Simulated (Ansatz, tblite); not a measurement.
Forces on SnHBr₃ at its PBE0-D4/def2-SVP geometry. The state is a singlet with charge 0.

In the def2 sets Sn takes a core potential; there is no spin–orbit coupling. The xTB rows come from tblite.

GFN1-xTB (tblite), largest force 0.44 eV/Å:

```xyz
5
positions Å, forces eV/Å
Sn   -0.054   -0.026   -0.175   -0.128   -0.063   -0.421
H    -0.548   -0.266   -1.787    0.082    0.040    0.269
Br    2.412    0.082   -0.022    0.260    0.006   -0.025
Br   -0.835   -1.878    1.266   -0.099   -0.211    0.118
Br   -0.975    2.088    0.719   -0.115    0.228    0.058
```

GFN2-xTB (tblite), largest force 0.41 eV/Å:

```
Sn 0.039 0.019 0.126
H -0.119 -0.058 -0.388
Br 0.297 0.011 0.005
Br -0.100 -0.228 0.162
Br -0.117 0.256 0.095
```

r2SCANh-D4/def2-TZVP (Ansatz), largest force 0.25 eV/Å:

```
Sn 0.033 0.016 0.105
H 0.042 0.020 0.137
Br -0.249 -0.010 -0.012
Br 0.080 0.188 -0.143
Br 0.094 -0.214 -0.087
```
